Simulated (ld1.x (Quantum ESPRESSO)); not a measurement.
**chromium: variants of one TM potential**

Base potential:

chromium, norm-conserving Troullier–Martins (Kleinman–Bylander form), made with ld1.x (Quantum ESPRESSO) 7.5 (PBEsol, scalar-relativistic). Core [Ne], reference 3s2 3p6 3d5 4s1 4p0. Waves: 3p (bound): rc 1.55 bohr; 3d (bound): rc 2.20 bohr; 4f channel at 0.05 Ry: rc 1.90 bohr; 3s (bound): rc 0.95 bohr. Local part: the s channel. Core correction: none.

Occupied shells without a wave of their own: 4s. They enter only through the test configuration that unscreens the potential.

All-electron outer shells of the reference configuration (PBEsol, scalar-relativistic, ld1.x):

```csv
shell,level (eV),outermost node (bohr),outermost maximum (bohr)
2s,-666.34,0.09,0.24
2p,-560.29,–,0.20
3s,-73.77,0.36,0.78
3p,-45.34,0.33,0.80
4s,-4.02,1.12,2.74
3d,-2.93,–,0.84
4p,-0.95,1.25,3.89
```

Cutoffs, loose and tight: the cutoffs (Ry, on a coarse ladder) from which the occupation-weighted sum of valence levels, in a spherical-Bessel basis at the reference potential, stays within 10 and 1 mRy of its value at 400 Ry. They do not see the model core or the augmentation charge, which bear on the density cutoff. Test errors are all-electron minus pseudo excitation energies from the reference, over the configurations 3s2 3p6 3d5 4s0 4p0; 3s2 3p6 3d4 4s0 4p0; 3s2 3p6 3d3 4s0 4p0; 3s2 3p6 3d4 4s1 4p0; 3s1 3p6 3d5 4s1 4p0; 3s2 3p6 3d5 4s0 4p1; 3s2 3p6 3d4 4s2 4p0. A dash means not determined; rows that change the core or the reference have their own tests.

A true bound ghost makes a file unfit for plane-wave use even where its test errors are small: the radial tests pick states by their node count and pass the ghost by.

| change | outcome | cutoff, loose | cutoff, tight | bound ghosts | largest test error (meV) |
| --- | --- | --- | --- | --- | --- |
| base | generated | 140 Ry | 260 Ry | none | -381 |
| all radii scaled by about 0.85 (s 0.82, p 1.32, d 1.88, f 1.62 bohr) | generated | 160 Ry | 300 Ry | none | -181 |
| all radii scaled by about 0.93 (s 0.88, p 1.44, d 2.06, f 1.78 bohr) | generated | 160 Ry | 300 Ry | none | -281 |
| all radii scaled by about 1.14 (s 1.08, p 1.76, d 2.50, f 2.16 bohr) | generated | 120 Ry | 200 Ry | none | -600 |
| all radii scaled by about 1.29 (s 1.22, p 2.00, d 2.84, f 2.44 bohr) | generated, misses its reference levels by 0.22 eV | 90 Ry | 120 Ry | f | -892 |
| all radii scaled by about 1.37 (s 1.30, p 2.12, d 3.00, f 2.60 bohr) | generated, misses its reference levels by 0.34 eV | 70 Ry | 100 Ry | none | -1034 |

Question: What comes out with this change to the base: all radii scaled by about 1.21 (s 1.16, p 1.88, d 2.66, f 2.30 bohr)?

Answer: outcome: generated, misses its reference levels by 0.16 eV; cutoff, loose: 100 Ry; cutoff, tight: 140 Ry; bound ghosts: f; largest test error (meV): -712.

Question: What comes out with this change to the base: all radii scaled by about 0.76 (s 0.72, p 1.18, d 1.68, f 1.46 bohr)?

Answer: outcome: generated; cutoff, loose: 180 Ry; cutoff, tight: over 300 Ry; bound ghosts: none; largest test error (meV): -108.

Question: What comes out with this change to the base: all radii scaled by about 1.08 (s 1.02, p 1.68, d 2.38, f 2.06 bohr)?

Answer: outcome: generated; cutoff, loose: 140 Ry; cutoff, tight: 230 Ry; bound ghosts: none; largest test error (meV): -504.

Reading the sweep of the scale of all radii (base = 1) (base included, trends over the rows without a ghost): The loose cutoff falls from 180 Ry at 0.76 to 70 Ry at 1.37. A larger radius leaves more room for a smooth pseudo-wave, so fewer plane waves are needed; a smaller one forces it to follow the all-electron wave where it bends sharply. The median size of the test errors (rows with all tests solved) rises from 54.2 meV at 0.76 to 447.6 meV at 1.37, with one reversal. More of the atom is replaced by a form fitted at one configuration, so other configurations suffer as the radius grows. Bound ghosts are found at 1.21, 1.29.
